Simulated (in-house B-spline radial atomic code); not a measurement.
Radial electron density of the tellurium ion Te⁹⁺, [Kr] 4d7. Level of theory: scalar-relativistic (X2C) PBE0, spin-polarised, spherical fractional occupations, Fermi nucleus of rms radius 4.7423 fm; calculated with a B-spline radial code for spherical atoms.

Caution: exact exchange at fractional occupations of open shells leaves self-interaction of up to several eV.

One-electron X2C: radii and densities carry no picture-change correction, so inner-shell <1/r> comes out high (for 1s by about 2 % at Z = 33, 5 % at 54, 10 % at 75, 30 % at 118) and <r> low.

Columns: r (bohr), 4πr²n(r) (electrons per bohr), bar.

```
0.000827    1.968 #
   0.001     2.66 #
 0.00121    3.588 ##
 0.00147     4.85 ##
 0.00178    6.492 ###
 0.00215    8.604 ####
 0.00261     11.4 ######
 0.00316    14.92 ########
 0.00382    19.27 ##########
 0.00463    24.64 #############
 0.00561    30.98 ################
 0.00679    38.14 ###################
 0.00822    45.85 #######################
 0.00996    53.59 ###########################
  0.0121    60.59 ###############################
  0.0146    65.58 #################################
  0.0177    67.99 ###################################
  0.0214    67.26 ##################################
  0.0259    63.98 #################################
  0.0314    59.95 ##############################
   0.038     58.1 ##############################
   0.046    61.06 ###############################
  0.0558    69.49 ###################################
  0.0675    79.96 #########################################
  0.0818    86.53 ############################################
   0.099    83.94 ###########################################
    0.12    73.16 #####################################
   0.145    62.72 ################################
   0.176    61.26 ###############################
   0.213    68.31 ###################################
   0.258    72.03 #####################################
   0.312    61.96 ################################
   0.378    41.71 #####################
   0.458    25.79 #############
   0.554     22.2 ###########
   0.671    24.56 ############
   0.813    22.91 ############
   0.985    15.56 ########
    1.19    7.626 ####
    1.44    2.626 #
    1.75   0.5978 
    2.12  0.08907 
    2.56 0.008032 
     3.1 0.0003644
```

On this grid the curve has 4 maxima, near 0.0177, 0.0818, 0.258, 0.671 bohr.

The 4d down radial function P(r) = rR(r), positive near the nucleus:

```tsv
r (bohr)	P
0.00996	0.001886
0.0146	0.00528
0.0214	0.01436
0.0314	0.03745
0.046	0.09092
0.0675	0.2006
0.099	0.382
0.145	0.5853
0.213	0.6294
0.312	0.2655
0.458	-0.4945
0.671	-1.116
0.985	-1.051
1.44	-0.5143
2.12	-0.111
3.1	-0.007876
```
